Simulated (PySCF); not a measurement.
C2H6BrClSi, singlet, geometry from GFN2-xTB, atoms displaced at random by about 0.08 Å a coordinate; PBE0/STO-3G, gradient by finite differences (PySCF).

PySCF was given this input:
```python
from pyscf import gto, scf, dft

mol = gto.M(
    atom='''
C     1.457915   -1.738536   -0.003239
Si    0.035597   -0.461442   -0.402794
C    -1.560619   -1.428445   -0.922635
Cl    0.691479    0.826911   -1.977562
Br   -0.298804    0.684384    1.273741
H     1.232282   -2.200774    0.960645
H     2.387840   -1.117351    0.181481
H     1.659327   -2.417242   -0.984640
H    -2.402121   -0.610290   -1.144343
H    -1.814205   -1.914022   -0.159786
H    -1.465840   -1.968232   -1.781853
''',
    basis='sto-3g',
    charge=0,
    spin=0,
    verbose=4,
)

mf = dft.RKS(mol)
mf.xc = 'pbe0'
mf.conv_tol = 1e-11
mf.kernel()
scan, done = mf.as_scanner(), []
scan.scf_summary = {}
def energy(d):
    c = mol.atom_coords()
    c[5, 1] += d
    e = scan(mol.set_geom_(c, unit='Bohr', inplace=False))
    done.append(scan.converged)
    return e
h = 0.01
fd = (energy(h) - energy(-h)) / (2 * h)
print('dE/dx =', fd)
```

The log (banner, timings and long lists left out):

```
PySCF version 2.14.0

[INPUT] verbose = 4
[INPUT] num. atoms = 11
[INPUT] num. electrons = 84
[INPUT] charge = 0
[INPUT] spin (= nelec alpha-beta = 2S) = 0
[INPUT] symmetry False subgroup None
[INPUT] Mole.unit = angstrom
[INPUT] Symbol           X                Y                Z      unit          X                Y                Z       unit  Magmom
[...]
nuclear repulsion = 518.060468145595
number of shells = 30
number of NR pGTOs = 156
number of NR cGTOs = 52
basis = sto-3g
ecp = {}

******** <class 'pyscf.dft.rks.RKS'> ********
method = RKS
initial guess = minao
damping factor = 0
level_shift factor = 0
DIIS = <class 'pyscf.scf.diis.CDIIS'>
diis_start_cycle = 1
diis_space = 8
diis_damp = 0
SCF conv_tol = 1e-11
SCF conv_tol_grad = None
SCF max_cycles = 50
direct_scf = True
direct_scf_tol = 1e-13
XC library pyscf.dft.libxc version 7.1.2
    S. Lehtola, C. Steigemann, M. J. T. Oliveira, and M. A. L. Marques,  SoftwareX 7, 1–5 (2018)
XC functionals = pbe0
    C. Adamo and V. Barone,  J. Chem. Phys. 110, 6158 (1999)
    M. Ernzerhof and G. E. Scuseria,  J. Chem. Phys. 110, 5029 (1999)
radial grids:
    Treutler-Ahlrichs [JCP 102, 346 (1995); DOI:10.1063/1.469408] (M4) radial grids

becke partition: Becke, JCP 88, 2547 (1988); DOI:10.1063/1.454033
pruning grids: <function nwchem_prune>
grids dens level: 3
symmetrized grids: False
atomic radii adjust function: <function treutler_atomic_radii_adjust>
small_rho_cutoff = 0
Set gradient conv threshold to 3.16228e-06
Initial guess from minao.
tot grids = 145568
init E= -3362.06994379069
[...]
cycle= 1 E= -3365.63345055424  delta_E= -3.56  |g|= 0.437  |ddm|= 3.78
[...]
cycle= 2 E= -3365.68121211431  delta_E= -0.0478  |g|= 0.346  |ddm|= 1.67
[...]
cycle= 3 E= -3365.72979285554  delta_E= -0.0486  |g|= 0.0242  |ddm|= 0.702
[...]
cycle= 4 E= -3365.7300210473  delta_E= -0.000228  |g|= 0.00709  |ddm|= 0.0536
[...]
cycle= 5 E= -3365.73003815842  delta_E= -1.71e-05  |g|= 0.00196  |ddm|= 0.0143
[...]
cycle= 6 E= -3365.73003940991  delta_E= -1.25e-06  |g|= 0.000248  |ddm|= 0.00312
[...]
cycle= 7 E= -3365.73003943795  delta_E= -2.8e-08  |g|= 7.09e-05  |ddm|= 0.000667
[...]
cycle= 8 E= -3365.73003943951  delta_E= -1.56e-09  |g|= 1.77e-05  |ddm|= 0.00013
[...]
cycle= 9 E= -3365.73003943965  delta_E= -1.43e-10  |g|= 9.17e-07  |ddm|= 3.89e-05
[...]
cycle= 10 E= -3365.73003943966  delta_E= -2.73e-12  |g|= 8.82e-08  |ddm|= 2.88e-06
[...]
Extra cycle  E= -3365.73003943966  delta_E= -5.46e-12  |g|= 2.79e-08  |ddm|= 3.21e-07
converged SCF energy = -3365.73003943966
Create scanner for <class 'pyscf.dft.rks.RKS'>

WARN: Mole.unit (angstrom) is changed to Bohr

New geometry
   1 C      1.457915000000  -1.738536000000  -0.003239000000 AA    2.755060062895  -3.285356897697  -0.006120822917 Bohr
   2 Si     0.035597000000  -0.461442000000  -0.402794000000 AA    0.067268580856  -0.871999002372  -0.761170344618 Bohr
   3 C     -1.560619000000  -1.428445000000  -0.922635000000 AA   -2.949142494793  -2.699369834004  -1.743527462938 Bohr
   4 Cl     0.691479000000   0.826911000000  -1.977562000000 AA    1.306705930888   1.562635319390  -3.737050574347 Bohr
   5 Br    -0.298804000000   0.684384000000   1.273741000000 AA   -0.564657724925   1.293298324034   2.407021643630 Bohr
   6 H      1.232282000000  -2.195482227891   0.960645000000 AA    2.328675488231  -4.148860122064   1.815355952933 Bohr
   7 H      2.387840000000  -1.117351000000   0.181481000000 AA    4.512363629281  -2.111487375009   0.342949386812 Bohr
   8 H      1.659327000000  -2.417242000000  -0.984640000000 AA    3.135673581096  -4.567925356796  -1.860699931292 Bohr
   9 H     -2.402121000000  -0.610290000000  -1.144343000000 AA   -4.539350808066  -1.153280956561  -2.162494862563 Bohr
  10 H     -1.814205000000  -1.914022000000  -0.159786000000 AA   -3.428350583817  -3.616977376392  -0.301951778540 Bohr
  11 H     -1.465840000000  -1.968232000000  -1.781853000000 AA   -2.770036142432  -3.719419429605  -3.367214164235 Bohr

[...]
symmetrized grids: False
atomic radii adjust function: <function treutler_atomic_radii_adjust>
small_rho_cutoff = 0
Set gradient conv threshold to 3.16228e-06
tot grids = 145568
init E= -3365.73035015329
[...]
cycle= 1 E= -3365.72984970625  delta_E= 0.0005  |g|= 0.000487  |ddm|= 0.00418
[...]
cycle= 2 E= -3365.72984979638  delta_E= -9.01e-08  |g|= 0.000317  |ddm|= 0.00149
[...]
cycle= 3 E= -3365.72984982942  delta_E= -3.3e-08  |g|= 9.01e-05  |ddm|= 0.000597
[...]
cycle= 4 E= -3365.72984983199  delta_E= -2.57e-09  |g|= 6.92e-06  |ddm|= 0.000131
[...]
cycle= 5 E= -3365.72984983203  delta_E= -3.91e-11  |g|= 2.59e-06  |ddm|= 2.01e-05
[...]
cycle= 6 E= -3365.72984983204  delta_E= -2.73e-12  |g|= 6.24e-07  |ddm|= 5.32e-06
[...]
Extra cycle  E= -3365.72984983203  delta_E= 5.46e-12  |g|= 5.67e-07  |ddm|= 1.91e-06
converged SCF energy = -3365.72984983203

WARN: Mole.unit (angstrom) is changed to Bohr

New geometry
   1 C      1.457915000000  -1.738536000000  -0.003239000000 AA    2.755060062895  -3.285356897697  -0.006120822917 Bohr
   2 Si     0.035597000000  -0.461442000000  -0.402794000000 AA    0.067268580856  -0.871999002372  -0.761170344618 Bohr
   3 C     -1.560619000000  -1.428445000000  -0.922635000000 AA   -2.949142494793  -2.699369834004  -1.743527462938 Bohr
   4 Cl     0.691479000000   0.826911000000  -1.977562000000 AA    1.306705930888   1.562635319390  -3.737050574347 Bohr
   5 Br    -0.298804000000   0.684384000000   1.273741000000 AA   -0.564657724925   1.293298324034   2.407021643630 Bohr
   6 H      1.232282000000  -2.206065772109   0.960645000000 AA    2.328675488231  -4.168860122064   1.815355952933 Bohr
   7 H      2.387840000000  -1.117351000000   0.181481000000 AA    4.512363629281  -2.111487375009   0.342949386812 Bohr
   8 H      1.659327000000  -2.417242000000  -0.984640000000 AA    3.135673581096  -4.567925356796  -1.860699931292 Bohr
   9 H     -2.402121000000  -0.610290000000  -1.144343000000 AA   -4.539350808066  -1.153280956561  -2.162494862563 Bohr
  10 H     -1.814205000000  -1.914022000000  -0.159786000000 AA   -3.428350583817  -3.616977376392  -0.301951778540 Bohr
  11 H     -1.465840000000  -1.968232000000  -1.781853000000 AA   -2.770036142432  -3.719419429605  -3.367214164235 Bohr

******** <class 'pyscf.scf.hf.RKS_Scanner'> ********
method = RKS_Scanner
initial guess = minao
damping factor = 0
level_shift factor = 0
DIIS = <class 'pyscf.scf.diis.CDIIS'>
diis_start_cycle = 1
diis_space = 8
diis_damp = 0
SCF conv_tol = 1e-11
SCF conv_tol_grad = None
SCF max_cycles = 50
direct_scf = True
direct_scf_tol = 1e-13
XC library pyscf.dft.libxc version 7.1.2
    S. Lehtola, C. Steigemann, M. J. T. Oliveira, and M. A. L. Marques,  SoftwareX 7, 1–5 (2018)
XC functionals = pbe0
    C. Adamo and V. Barone,  J. Chem. Phys. 110, 6158 (1999)
    M. Ernzerhof and G. E. Scuseria,  J. Chem. Phys. 110, 5029 (1999)
radial grids:
    Treutler-Ahlrichs [JCP 102, 346 (1995); DOI:10.1063/1.469408] (M4) radial grids

becke partition: Becke, JCP 88, 2547 (1988); DOI:10.1063/1.454033
pruning grids: <function nwchem_prune>
grids dens level: 3
symmetrized grids: False
atomic radii adjust function: <function treutler_atomic_radii_adjust>
small_rho_cutoff = 0
Set gradient conv threshold to 3.16228e-06
tot grids = 145568
init E= -3365.72921369068
[...]
cycle= 1 E= -3365.73021572733  delta_E= -0.001  |g|= 0.000988  |ddm|= 0.00836
[...]
cycle= 2 E= -3365.73021609235  delta_E= -3.65e-07  |g|= 0.000653  |ddm|= 0.00304
[...]
cycle= 3 E= -3365.73021623241  delta_E= -1.4e-07  |g|= 0.00018  |ddm|= 0.00122
[...]
cycle= 4 E= -3365.73021624278  delta_E= -1.04e-08  |g|= 1.39e-05  |ddm|= 0.000263
[...]
cycle= 5 E= -3365.73021624286  delta_E= -8.55e-11  |g|= 5.25e-06  |ddm|= 4.06e-05
[...]
cycle= 6 E= -3365.73021624287  delta_E= -7.73e-12  |g|= 1.25e-06  |ddm|= 1.07e-05
[...]
Extra cycle  E= -3365.73021624287  delta_E= 1.36e-12  |g|= 1.14e-06  |ddm|= 3.85e-06
converged SCF energy = -3365.73021624287
dE/dx = 0.01832054199439881
```
